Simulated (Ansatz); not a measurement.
Z-matrix (Å, degrees):
```
C
B 1 1.551
H 1 1.096 2 109.9
H 1 1.096 2 109.4 3 114.8
H 1 1.091 2 114.1 3 -122.9
O 2 1.381 1 117.8 3 122.6
H 2 1.194 1 123.9 3 -56.1
C 6 1.344 2 122.2 1 173.6
O 8 1.194 6 126.6 2 -22.8
O 8 1.332 6 108.1 2 158.8
H 10 0.965 8 106.4 6 178.1
```

The species carries charge 0 and has multiplicity 1.

(1) List the PBE/def2-TZVPP orbital energies in eV (Ansatz 0.2.0). (Estimate.)

Answers

(1) The calculation gave: Occupied: -511.96, -511.77, -510.15, -273.69, -268.42, -177.85, -29.08, -26.64, -25.87, -17.81, -16.81, -14.10, -12.45, -12.17, -11.45, -10.52, -10.04, -9.72, -9.33, -9.02, -8.05, -7.66, -6.96. Lowest empty: -1.78, -0.13, -0.02, 0.58, 1.67, 1.95, 2.11, 2.74.
